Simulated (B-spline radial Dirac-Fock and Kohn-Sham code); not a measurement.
## Auger parameter of cesium: the M5 level and its strongest M5-NN line

Method: relaxed Dirac-Fock hole states (ΔSCF) with Breit and QED corrections and a finite nucleus. Computed with a radial B-spline solver. The modified Auger parameter α′ is the binding energy plus the kinetic energy of the Auger electron; it does not depend on the energy zero. For free ions it tends to fall with charge, since less charge screens the final holes.

```csv
species,configuration,binding 3d5/2 (eV),Auger line,kinetic (eV),α′ (eV)
Cs,[Xe] 6s1,732.1,N5N5 J=4,551.3,1283.3
Cs,[Xe] 6p1,733.2,N5N5 J=4,550.3,1283.5
Cs⁺,[Kr] 4d10 5s2 5p6,737.9,N5N5 J=4,544.3,1282.2
Cs⁺ (Watson 2.2 Å),[Kr] 4d10 5s2 5p6,731.4,N5N5 J=4,550.8,1282.2
Cs⁺ (Watson 2.4 Å),[Kr] 4d10 5s2 5p6,731.9,N5N5 J=4,550.3,1282.2
Cs²⁺,[Kr] 4d10 5s2 5p5,750.5,N5N5 J=4,531.3,1281.7
Cs³⁺,[Kr] 4d10 5s2 5p4,764.0,N5N5 J=4,517.6,1281.6
Cs⁴⁺,[Kr] 4d10 5s2 5p3,778.5,N5N5 J=4,503.3,1281.8
Cs⁵⁺,[Kr] 4d10 5s2 5p2,793.8,N5N5 J=4,488.5,1282.3
Cs⁶⁺,[Kr] 4d10 5s2 5p1,809.9,N5N5 J=4,473.2,1283.1
Cs⁷⁺,[Kr] 4d10 5s2,826.7,N5N5 J=4,457.4,1284.1
```
